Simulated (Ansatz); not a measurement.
BMe2Br (C2H6BBr). The state is a singlet with charge 0. Geometry relaxed at PBE0-D4/def2-SVP.

```xyz
10

B     0.503    0.087   -0.056
C    -0.110    0.220    1.374
H    -0.085   -0.794    1.819
H    -1.171    0.515    1.348
H     0.449    0.879    2.052
C    -0.324   -0.295   -1.324
H    -0.710    0.654   -1.743
H    -1.208   -0.905   -1.080
H     0.260   -0.779   -2.120
Br    2.397    0.417   -0.270
```

**Question.** Estimate the harmonic wavenumbers at RKS PBE0-D4/def2-SVP (Ansatz, unscaled). Is this a minimum?

**Answer.** 80, 121, 272, 274, 351, 509, 674, 827, 834, 882, 1074, 1160, 1306, 1339, 1411, 1411, 1435, 1440, 3035, 3037, 3122, 3124, 3178, 3179 cm⁻¹. Yes, no mode is imaginary beyond noise. Zero-point energy 203.8 kJ/mol. Run time 58 s (4 threads of Arm Neoverse V2 on a shared host).
